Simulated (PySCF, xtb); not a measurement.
B(H)(Me)2 (C₂H₇B), SMILES CBC.

Harmonic wavenumbers (cm⁻¹) from GFN2-xTB (xtb) at its own minimum, in rising order: 64, 66, 327, 570, 662, 799, 818, 887, 1006, 1053, 1198, 1379, 1384, 1479, 1484, 1494, 1497, 2610, 2987, 2990, 3023, 3025, 3033, 3037.

Question: What does TPSSh-D3(BJ)/def2-TZVP (PySCF) give at its own minimum? (The exact figures need the calculation; the answer reports its results.)

Answer: 92, 99, 330, 571, 601, 779, 794, 987, 1044, 1070, 1227, 1326, 1340, 1448, 1454, 1479, 1485, 2564, 2976, 2978, 3050, 3050, 3092, 3095. Paired by order, the mean absolute difference is 32 cm⁻¹ and the zero-point energies are 52.7 and 52.8 kcal/mol.
